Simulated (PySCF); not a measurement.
Vertical excitations of a molecule C₅H₁₀ from TDA-PBE/def2-SVPD run with PySCF, as energy in eV (oscillator strength): 6.47 (0.063), 6.93 (0.011), 6.97 (0.001), 7.10 (0.115), 7.22 (0.021), 7.31 (0.081), 7.45 (0.024), 7.88 (0.027), 7.94 (0.088), 7.99 (0.054). Lowest triplet (TDA): 4.43 eV. Geometry: B3LYP-D3(BJ)/def2-SVP. Other conformers were not sampled.

Q: Which structure fits?
A. C=CCCC
B. CC1CCC1
C. C=CC(C)C
D. C1CCCC1

A: A, C=CCCC
